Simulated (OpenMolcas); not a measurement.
Ta3+ among 6 point charges of -1 e arranged as a trigonal antiprism (D3d), with a polar angle of 61.9° against the regular 54.74°.

```json
{
  "Program": "OpenMolcas",
  "Method": "CASSCF",
  "Basis": "ANO-RCC-VDZP [7s6p4d2f1g]",
  "Scalar Hamiltonian": "DKH2, point nucleus",
  "Active space": "2 electrons in 5 orbitals (5d)",
  "State averaging": "2S+1 = 3 even, 10 roots; 2S+1 = 1 even, 15 roots",
  "Spin-orbit coupling": "RASSI with atomic mean-field integrals over the reference wave functions"
}
```

All point charges move together. At R = 2.04 Å the first state of the same spin is 2910 cm-1, and at R = 2.17 Å it is 1936 cm-1.

Q: A third run gives 888 cm-1. What distance was it run at?

A: With a power law R^-n the two known points give n = -ln(1936 / 2910) / ln(2.17 / 2.04) = 6.60. Then R = 2.04 × (2910 / 888)^(1/6.60) = 2.442 Å. The run was at 2.41 Å, so the estimate is off by +0.032 Å.

An orbital doublet at a regular site is open to a Jahn-Teller distortion, which this geometry leaves out. Without dynamic correlation the repulsion within the d shell is too large (B by tens of per cent), so at a given field states of lower spin stand too high. Spin-orbit coupling mixes the spin-free states strongly: the lowest level takes only 65 % from its leading state, 3E (figures for R = 2.04; the like holds for R = 2.17, R = 2.41). This is an electrostatic model: the charges have no orbitals. No measured value stands beside these numbers.
